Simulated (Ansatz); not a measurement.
Stepwise reaction of `[F][Ge]([Cl])([Cl])[Cl]` with hydrogen fluoride, as a gas-phase model of exchange steps in deposition or etching. ΔE in kJ/mol; ΔG adds harmonic PBE0-D4 terms to CCSD(T)/CBS, at 1 bar.

Calculated with Ansatz (gas phase, PBE0-D4/def2-TZVP geometries, no zero-point term in ΔE). CBS: MP2 limit from def2 TZ/QZ plus the TZ coupled-cluster correction, frozen cores. This one scheme is used for every species. DFT in def2-TZVPP. B3LYP here is the variant with VWN-RPA as its local correlation; programs differ in this. For Ge outer-core shells are correlated without core-valence functions, which leaves a few kJ/mol of doubt a bond. Scalar relativity is left out up to krypton.

```json
{"step": "2", "reaction": "`[F][Ge]([F])([Cl])[Cl]` + H–F → `[F][Ge]([F])([F])[Cl]` + HCl", "PBE-D4": "14.0", "B3LYP-D4": "10.0", "ωB97M-V": "8.8", "CCSD(T)/CBS": "12.4", "ΔG(600 K)": "8.6"}
{"step": "3", "reaction": "`[F][Ge]([F])([F])[Cl]` + H–F → `[F][Ge]([F])([F])[F]` + HCl", "PBE-D4": "16.4", "B3LYP-D4": "12.1", "ωB97M-V": "11.3", "CCSD(T)/CBS": "14.3", "ΔG(600 K)": "15.5"}
```

Task: Give the row of step 1, `[F][Ge]([Cl])([Cl])[Cl]` + H–F → `[F][Ge]([F])([Cl])[Cl]` + HCl. (An estimate is asked.)

Result: Ansatz gave: 
```
step                                                          reaction  PBE-D4  B3LYP-D4  ωB97M-V  CCSD(T)/CBS  ΔG(600 K)
   1  `[F][Ge]([Cl])([Cl])[Cl]` + H–F → `[F][Ge]([F])([Cl])[Cl]` + HCl    12.4       8.7      7.3         11.7        3.7
```

Task: By hand: ΔE of the 3 steps together at CCSD(T)/CBS.

Result: (11.7) + (12.4) + (14.3) = 38.4 kJ/mol, or 12.8 kJ/mol a step.

In ΔE the steps differ by no more than 2.6 kJ/mol. All are uphill at CCSD(T)/CBS. ΔG lies between 3.7 and 15.5 kJ/mol a step. PBE-D4 differs from CCSD(T)/CBS by 0.7 to 2.1 kJ/mol a step. Isolated molecules leave out the surface, adducts and barriers. Largest T1 diagnostic: 0.012.
